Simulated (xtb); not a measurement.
CH6ClNSi, SMILES C[SiH](N)Cl. All values are semi-empirical tight-binding results from xtb (GFN2-xTB unless named), good for trends rather than for accurate numbers. Coordinates come from a GFN2-xTB optimisation. The values are those of a single conformer.

Optimised geometry:

Bonded distances (Å): Si1–C2 1.894, Si1–N3 1.720, Si1–Cl4 2.022, Si1–H5 1.468, C2–H6 1.085, C2–H7 1.086, C2–H8 1.086, N3–H9 1.005, N3–H10 1.007. Angles (°): C2–Si1–N3 107.4, C2–Si1–Cl4 111.2, C2–Si1–H5 110.9, N3–Si1–Cl4 105.0, N3–Si1–H5 115.9, Cl4–Si1–H5 106.3, Si1–C2–H6 111.2, Si1–C2–H7 111.4, Si1–C2–H8 111.2, H6–C2–H7 107.7, H6–C2–H8 107.5, H7–C2–H8 107.7, Si1–N3–H9 120.1, Si1–N3–H10 120.1, H9–N3–H10 110.6.
Charge 0, spin multiplicity 1.

| Property | Result |
|---|---|
| orbital gap | 6.37 eV |
| dipole moment | 3.11 D |
| zero-point energy | 45.0 kcal/mol |
| G − E(el) at 298.15 K (modified RRHO) | 25.8 kcal/mol |
| static polarisability (D4 model) | 65.7 bohr³ |
| solvation energy, GFN2-xTB/ALPB(water) | -3.7 kcal/mol |
| solvation energy, GFN2-xTB/ALPB(dmso) | -6.3 kcal/mol |

Question: Give the atomic charges and the Wiberg bond orders between heavy atoms. (An estimate is asked for; the answer gives what the named calculation found.)

Answer: charges (e) Si1 0.52, C2 -0.20, N3 -0.39, Cl4 -0.28, H5 -0.07, H6 0.02, H7 0.04, H8 0.03, H9 0.16, H10 0.16. Bond orders Si1–C2 0.89, Si1–N3 1.18, Si1–Cl4 1.03.
